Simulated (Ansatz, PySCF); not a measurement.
Species: GaBr2, charge 1, multiplicity 1. 
Coordinates optimised at B3LYP-D3(BJ)/def2-TZVP (Ansatz, a first-principles code):
```xyz
3

Ga     0.0000     0.0000     0.0000
Br     0.0000     0.0000    -2.1837
Br     0.0000     0.0000     2.1837
```
Charge +1, spin multiplicity 1.

Total electronic energies in hartree. Correlated levels leave the core frozen unless marked. Spin-orbit coupling is left out. Frozen are the shells of the preceding noble gas and the d and f shells that filled before the atom's block. No relativistic terms. CBS marks a two-point X^-3 extrapolation of the correlation energy; Hartree-Fock from the larger set.

| level | program | energy (Eh) |
|---|---|---|
| HF/aug-cc-pVQZ | Ansatz | -7068.05516 |
| SVWN5/def2-TZVPD | Ansatz | (withheld) |
| TPSS/def2-TZVPD | PySCF | -7072.77523 |
| PBE0/def2-QZVPP | Ansatz | (withheld) |
| PW6B95-D3(BJ)/def2-TZVPD | PySCF + dftd3 | (withheld) |
| LC-wPBE-D3(BJ)/def2-TZVPD | Ansatz + dftd3 | -7071.99689 |
| MP2/CBS(cc-pVTZ,cc-pVQZ) | Ansatz | -7068.4802 |
| CCSD/cc-pVTZ | Ansatz | -7068.43580 |
| CCSD(T)/CBS(cc-pVTZ,cc-pVQZ) | Ansatz | -7068.5283 |

### Question
Fill in the missing entries.

### Answer

- SVWN5/def2-TZVPD, energy (Eh): -7062.86777
- PBE0/def2-QZVPP, energy (Eh): -7072.26788
- PW6B95-D3(BJ)/def2-TZVPD, energy (Eh): -7076.18647
